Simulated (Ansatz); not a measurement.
Energy needed to pull apart C$_{2}$H$_{3}$BS (SMILES SB1C=C1), singlet, into free ground-state atoms, from the structure below (displaced at random from a GFN2-xTB minimum); no zero-point or spin–orbit terms; open-shell atoms are treated unrestricted, in their ground-state multiplicity.

```
7
angstrom
S -1.9841 0.9542 0.0052
B -0.3630 0.2922 0.1221
C 0.9711 0.1621 0.7442
C 0.7506 -0.6197 -0.3241
H -2.3731 0.3020 -1.0517
H 1.7631 0.3453 1.4542
H 1.2592 -1.3735 -0.9184
```

Computed with Ansatz 0.2.0 (basis: def2-TZVPP); correlated methods freeze the cores.

| method | atomization energy (kJ/mol) |
| --- | --- |
| PBE-D4 | 2952 |
| BLYP-D4 | 2846 |
| r2SCAN-D4 | 2883 |
| B97M-V | 2894 |
| PBE0-D4 | 2898 |
| wB97M-V | 2873 |
| HF | ? |
| MP2 | 2840 |
| CCSD | ? |
| CCSD(T) | 2757 |

(1) What does CCSD give? (To be estimated.)

(2) What does HF give? (An estimate is asked for; the value comes from the calculation.)

No T1 diagnostic of these runs exceeds 0.012.

## Answers

(1) Computed: 2703 kJ/mol, which is about 54 kJ/mol less than CCSD(T)/def2-TZVPP.

(2) The calculation gives: 2104 kJ/mol, which is about 653 kJ/mol less than CCSD(T)/def2-TZVPP.

In triple zeta the MP2 and coupled-cluster atomization energies are still short of their basis limit by a few kcal/mol a bond, whereas those of the functionals are nearly converged, so these differences are not deviations from converged CCSD(T).

For scale, one of the runs: CCSD(T)/def2-TZVPP forces, 177 basis functions (an equivalent command: `ansatz run in.yaml --threads 4`). Time: 93 s of wall clock on 4 CPU threads; the host was shared. Peak host memory: 3.1 GiB.
